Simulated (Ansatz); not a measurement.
`C[Se][GeH3]` + `[SH][GeH3]` → `[GeH3][S][GeH3]` + `C[SeH]` at 700 K and 1 bar (ligand exchange at a Ge–Se bond).

Gas-phase electronic energies from Ansatz, PBE0-D4/def2-TZVP geometries. CCSD(T)/CBS is the MP2 limit (def2-TZVPP, def2-QZVPP) plus CCSD(T) − MP2 in def2-TZVPP, frozen cores. For Ge, Se outer-core shells are correlated without core-valence functions, which leaves a few kJ/mol of doubt a bond. Scalar relativity is left out up to krypton.

```
          species  CCSD(T)/CBS energy (Eh)  H − E (kJ/mol)  S (J/(mol·K))
    `C[Se][GeH3]`              -4518.49012           227.2          439.1
     `[SH][GeH3]`              -2476.30083           133.1          357.0
`[GeH3][S][GeH3]`              -4553.63258           201.9          468.2
         `C[SeH]`              -2441.15625           157.6          325.3
```

H − E and S are ideal-gas, rigid-rotor, harmonic terms from PBE0-D4/def2-TZVP. 1 Eh = 2625.50 kJ/mol, R = 8.31446 J/(mol·K).

By hand: ΔE, ΔH, ΔS and ΔG.

ΔE = (-4553.63258) + (-2441.15625) − (-4518.49012) − (-2476.30083) = 0.00212 Eh = 5.6 kJ/mol. Δ(H − E) = 201.9 + 157.6 − 227.2 − 133.1 = -0.8, so ΔH = 4.8 kJ/mol. ΔS = 468.2 + 325.3 − 439.1 − 357.0 = -2.6 J/(mol·K). ΔG = 4.8 − 700 × (-2.6)/1000 = 6.6 kJ/mol.

By hand: the equilibrium constant, and the temperature at which ΔG would vanish if ΔH and ΔS stayed fixed.

log₁₀ K = −ΔG/(RT ln 10) = -0.5. ΔH and −TΔS have one sign here, so there is no such temperature.

TΔS isn't small against ΔH here. A doubt of 5 kJ/mol in ΔE shifts log₁₀ K by 0.4 here. Modes under 60 cm⁻¹, often nearly free rotors, make the harmonic entropy too high. These are equilibria of isolated gas molecules and say nothing of rates. Largest T1 diagnostic: 0.011 (customary marks: 0.02 for closed shells, 0.045 for open ones).

ΔS is within the doubt of such terms, so its sign, and with it that verdict, could turn.
